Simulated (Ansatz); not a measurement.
Molecule: Pb₂H, net charge -1, singlet state. It need not be the lowest isomer of its formula. Whether it binds its extra electron was not tested at this geometry. 
Coordinates optimised at B3LYP-D3(BJ)/def2-TZVP (Ansatz, an electronic-structure program):
```
Pb
H 1 1.8237
Pb 1 2.6812 2 180.00
```
Charge -1, spin multiplicity 1.

Basis-set convergence of Hartree-Fock and CCSD correlation energies (hartree) with Ansatz. Valence correlation only, unless marked. No spin-orbit coupling. The frozen core is the preceding noble-gas configuration, with the filled d and f shells of earlier blocks. In def2 rows, elements after Kr have scalar-relativistic effective core potentials.

The Hartree-Fock reference is unstable (checked in the largest basis), which strains HF and MP2. 

| basis | functions | E(HF) | E(corr, CCSD) |
|---|---|---|---|
| def2-SVPD | 72 | -384.23217 | -0.18404 |
| def2-TZVPPD | 129 | -384.24832 | -0.20715 |
| def2-QZVPPD | 209 | -384.25107 | -0.21587 |

Extrapolating the two largest sets (X = 3 and 4) as X^-3: E(corr) = (64·(-0.21587) - 27·(-0.20715))/37 = -0.2222 Eh, an estimate of the basis-set limit. The largest set recovers 97.1 % of it, the smallest 82.8 %.
